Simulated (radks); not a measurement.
Charge is removed step by step from the 3s level of Ca2+, starting from [Ar]. Method: scalar-relativistic Kohn-Sham, PBE, spin-unpolarised, spherical densities, point nucleus; computed with a radial shooting solver on a logarithmic mesh with Libxc functionals.

| removed (e) | E - E(0) (eV) | eigenvalue (eV) | E minus straight line (eV) |
|---|---|---|---|
| 0 | 0.000 | -62.236 | 0.000 |
| 0.1 | 6.309 | -63.950 | -0.787 |
| 0.2 | 12.789 | -65.675 | -1.401 |
| 0.3 | 19.443 | -67.411 | -1.843 |
| 0.4 | 26.271 | -69.158 | -2.110 |
| 0.5 | 33.274 | -70.915 | -2.202 |
| 0.6 | 40.453 | -72.682 | -2.118 |
| 0.7 | 47.810 | -74.459 | -1.857 |
| 0.8 | 55.344 | -76.247 | -1.417 |
| 0.9 | 63.058 | -78.044 | -0.799 |
| 1 | 70.952 | -79.851 | 0.000 |

Removing the whole electron costs 70.952 eV by Delta-SCF, against 62.236 eV from minus the eigenvalue at the starting occupation. Slater's transition state (half an electron removed) gives 70.915 eV. Integrating minus the eigenvalue over the occupation (Janak's theorem) gives 70.958 eV. In this scalar-relativistic scheme the density is built from large components alone, so the theorem holds only approximately. The mean slope of the eigenvalue, de/dn, is 17.6 eV per electron.
